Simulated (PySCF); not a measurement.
# Partial charges of `C=Cn1ncc(F)n1`

C₄H₄FN₃.
Geometry (GFN2-xTB, Å), atoms numbered from 1 in this order:
```xyz
12
C4H4FN3 angstrom
C     -2.3087   -0.2211    0.3831
C     -1.3661    0.6111   -0.0280
N     -0.0255    0.2604   -0.0876
N      0.8920    1.1083   -0.4999
C      2.0361    0.4531   -0.4299
C      1.7343   -0.8310    0.0484
F      2.5694   -1.8295    0.2772
N      0.4352   -0.9271    0.2556
H     -2.0640   -1.2217    0.6926
H     -3.3383    0.0811    0.4185
H     -1.5353    1.6266   -0.3519
H      2.9722    0.8889   -0.7039
```

Density: PBE0/pcSseg-1 (PySCF); schemes: Mulliken, IAO, Hirshfeld and ESP-fitted. Isolated species at its GFN2-xTB geometry (one conformer only).

Problem. Tabulate the Mulliken, IAO, Hirshfeld and ESP-fitted charges.

Solution. In e:

| atom | environment | Mulliken | IAO | Hirshfeld | ESP-fitted |
| --- | --- | --- | --- | --- | --- |
| C1 | terminal =CH2 carbon | -0.170 | -0.327 | -0.101 | -0.341 |
| C2 | vinylic carbon bearing nitrogen | +0.134 | -0.052 | +0.001 | -0.312 |
| N3 | pyrrole-type nitrogen | -0.245 | +0.167 | +0.102 | +0.720 |
| N4 | pyridine-type nitrogen | -0.205 | -0.216 | -0.120 | -0.507 |
| C5 | aromatic CH next to a ring nitrogen | +0.028 | -0.138 | -0.040 | -0.048 |
| C6 | aromatic C–F carbon | +0.409 | +0.351 | +0.111 | +0.326 |
| F7 | aryl fluorine | -0.239 | -0.236 | -0.065 | -0.147 |
| N8 | pyridine-type nitrogen | -0.225 | -0.264 | -0.136 | -0.432 |
| H9 | vinylic hydrogen | +0.150 | +0.177 | +0.049 | +0.156 |
| H10 | vinylic hydrogen | +0.137 | +0.170 | +0.059 | +0.202 |
| H11 | vinylic hydrogen | +0.108 | +0.183 | +0.066 | +0.205 |
| H12 | aromatic hydrogen | +0.117 | +0.186 | +0.072 | +0.179 |

Mean size of the charges over all atoms: ESP-fitted 0.298 e, IAO 0.206 e, Mulliken 0.181 e, Hirshfeld 0.077 e. Each set sums to the total charge, 0, to within 0.001 e. The ESP scheme fits charges at the nuclei, held to the total charge, to the electrostatic potential on points at 1.4 to 2.0 times the van der Waals radii.

Lowest charge. The schemes don't all agree: Mulliken N3 (-0.245); IAO C1 (-0.327); Hirshfeld N8 (-0.136); ESP-fitted N4 (-0.507).

Highest charge. The schemes don't all agree: Mulliken C6 (+0.409); IAO C6 (+0.351); Hirshfeld C6 (+0.111); ESP-fitted N3 (+0.720).

Problem. How closely do the schemes follow one another over all atoms?

Solution. Correlation coefficient and root-mean-square difference: IAO with Hirshfeld 0.96, 0.140 e; Hirshfeld with ESP-fitted 0.90, 0.272 e; IAO with ESP-fitted 0.83, 0.205 e; Mulliken with IAO 0.75, 0.151 e; Mulliken with Hirshfeld 0.67, 0.159 e; Mulliken with ESP-fitted 0.36, 0.333 e.

Problem. Sum the charges by element, for elements with more than one atom.

Solution. 
```json
{"element": "C", "atoms": "4", "Mulliken": "+0.402", "IAO": "-0.167", "Hirshfeld": "-0.028", "ESP-fitted": "-0.375"}
{"element": "N", "atoms": "3", "Mulliken": "-0.675", "IAO": "-0.313", "Hirshfeld": "-0.154", "ESP-fitted": "-0.220"}
{"element": "H", "atoms": "4", "Mulliken": "+0.512", "IAO": "+0.716", "Hirshfeld": "+0.247", "ESP-fitted": "+0.742"}
```

The run behind these numbers computed NMR shieldings as well. The run took about 50 s of CPU time (one thread, shared machine).
